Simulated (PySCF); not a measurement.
C5H8NO (doublet state).
Structure used (GFN2-xTB), in Å, numbered top down from 1:
```
atom  x, y, z in Å
C1    -2.3106   -0.5015   -0.5916
C2    -0.8695   -0.4019   -0.8835
C3     0.1220   -0.0030    0.1443
C4     0.0759    1.4610    0.0859
N5    -0.0283    2.5970   -0.0211
O6     1.4002   -0.5166   -0.1615
C7     2.3984   -0.1428    0.7569
H8    -2.8373    0.4236   -0.8573
H9    -2.4925   -0.6940    0.4646
H10   -2.7610   -1.2964   -1.1867
H11   -0.5210   -0.4448   -1.9000
H12   -0.1932   -0.3055    1.1621
H13    3.3189   -0.6032    0.4044
H14    2.5254    0.9454    0.7957
H15    2.1681   -0.5093    1.7657
```

The hyperfine couplings belong to this conformer and change with its torsions.

Identity: `C[CH][C@H](C#N)OC` [radical].

Method used: UKS B3LYP, pcH-1 on C H N O, non-relativistic, mean-field spin-orbit, GIAO (PySCF). The structure is a single GFN2-xTB conformer in the gas phase; no vibrational or solvent corrections. The geometry wasn't refined by DFT: couplings that depend on bond lengths, twists or pyramidal angles can differ widely from those at the functional's own minimum. The SCF solution wasn't tested for stability.

Largest spin populations (Mulliken): C2 (+1.00), C1 (-0.08), H8 (+0.06) and N5 (+0.06). No atom but C2 exceeds +0.15. The angles at C2 add up to 359.1°, so it is planar; its axial dipolar tensor and the negative coupling of its proton fit spin in a p orbital normal to that plane.

Problem. McConnell's relation a(H) = Q·ρ ties the coupling of a proton on a planar π carbon to the spin population of that carbon. What Q do the computed values give?

Solution. 
```csv
H,C,ρ(C),a(H) (G),a/ρ (G)
H11,C2,+1.004,-21.55,-21.5
```

One proton gives one ratio, Q = -21.5 G, and no test of linearity. In McConnell's picture π spin on carbon polarises the C–H bond and leaves opposite spin at the proton, which makes Q negative, as found here.

Problem. How do the β-proton couplings of this frozen conformer go with θ, the angle between the C–H bond and the normal to the plane of the spin centre's three neighbours, both seen down the bond from centre to carbon?

Solution. 
```csv
β H,on,centre,θ (°),cos²θ,a (G)
H8,C1,C2,10,0.97,+53.69
H9,C1,C2,70,0.12,+6.40
H10,C1,C2,52,0.38,+24.23
H12,C3,C2,65,0.18,+12.51
```

Fitting the Heller–McConnell form a = ρ(B0 + B2 cos²θ), with Mulliken ρ = 1.00, gives B0 = 2.0 G and B2 = 53.7 G, with a largest miss of 2.1 G. By this fit the coupling would be 55.9 G at θ = 0° and 2.0 G at 90°.

Problem. What would the freely rotating methyl group on C1 show?

Solution. Three equal couplings, a 1:3:3:1 quartet. The mean of the three values of this geometry estimates the splitting: 28.1 G, or 78.8 MHz (three bonds 120° apart have a mean cos²θ of 1/2 at any torsion).

Couplings in gauss use g_iso = 2.0026.
